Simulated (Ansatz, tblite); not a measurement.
Cost and result up the ladder for Sb₄⁻ (4 atoms). Charge -1, multiplicity 2. Geometry: PBE0-D4/def2-SVPD.

```xyz
4

Sb    0.855   -0.200    1.401
Sb    1.121   -0.834   -1.352
Sb   -1.809   -0.523    0.483
Sb   -0.167    1.556   -0.532
```

Ansatz on 4 threads of Arm Neoverse N1 on a shared host; xTB runs through tblite on one thread. Times are rough, summed over both states, and most runs start from the orbitals of an earlier one. No level here is sound enough to serve as a yardstick. The other state is a singlet.

In the def2 sets Sb takes a core potential; there is no spin–orbit coupling. The xTB rows come from tblite. Correlated methods freeze 16 core orbitals; core or outer-core shells of Sb are correlated, in sets that lack core-valence functions. The rows differ in basis, and correlated rows in double-zeta sets carry the largest basis error. The structure comes from a short search, and lower isomers may exist.

Run but left out: HF/def2-SVPD (neutral singlet: restricted singlet, unstable towards broken spin symmetry).

Correlated methods converge slowly with the basis, most of all in double-zeta sets.

Raw xTB energies of ions are shifted by several eV, and xTB has no spin-polarisation term.

```tsv
level	functions	wall time
GFN1-xTB	36	0.013 s
GFN2-xTB	36	0.019 s
PBE-D4/def2-TZVPD	224	15 s
PBE0-D4/def2-TZVPD	224	34 s
r2SCAN-D4/def2-TZVPD (with forces)	224	34 s
CCSD(T)/def2-SVPD	128	5.5 min
```

(1) Estimate what each level gives for the vertical IE (eV).

## Answers

(1) 
| level | vertical IE (eV) | remarks |
| --- | --- | --- |
| GFN1-xTB | 3.45 | – |
| GFN2-xTB | 4.94 | – |
| PBE-D4/def2-TZVPD | 1.44 | HOMO above zero (-1 doublet), restricted SCF unstable in HF (singlet) |
| PBE0-D4/def2-TZVPD | 1.59 | restricted SCF unstable in HF (singlet) |
| r2SCAN-D4/def2-TZVPD (with forces) | 1.57 | HOMO above zero (-1 doublet), restricted SCF unstable in HF (singlet) |
| CCSD(T)/def2-SVPD | 1.23 | restricted SCF unstable (singlet) |
